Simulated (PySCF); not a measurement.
CH₄AlBrO. Atoms are numbered in the order given.

```xyz
8

Al    -1.0456     0.5001     0.0000
H     -2.6097     0.4066     0.0000
Br     0.2593    -1.3418     0.0000
O     -0.3126     2.0171     0.0000
C      0.9508     2.5986     0.0000
H      1.0797     3.2387     0.8899
H      1.0797     3.2387    -0.8899
H      1.7637     1.8497     0.0000
```
Charge 0, spin multiplicity 1.

Geometry: PBE0-D3(BJ)/def2-SVP. The structure was generated by enumeration; whether it is a known compound was not checked. The values are those of a single conformer.

Calculation: PBE/def2-TZVP (PySCF).

Symmetry labels are those of the subgroup Cs that the program uses (full group Cs).

Question: List the valence orbital energies around the gap with their symmetry. (The exact figures need the calculation; the answer reports its results.)

Answer: 
```
orbital  symmetry  energy (eV)
-------  --------  -----------
HOMO−7         A"       -10.90
HOMO−6         A'       -10.87
HOMO−5         A'        -9.68
HOMO−4         A'        -8.22
HOMO−3         A"        -7.59
HOMO−2         A'        -7.32
HOMO−1         A'        -6.93
HOMO           A"        -6.90
LUMO           A"        -1.66
LUMO+1         A'        -1.12
LUMO+2         A'         0.27
LUMO+3         A'         0.81
```
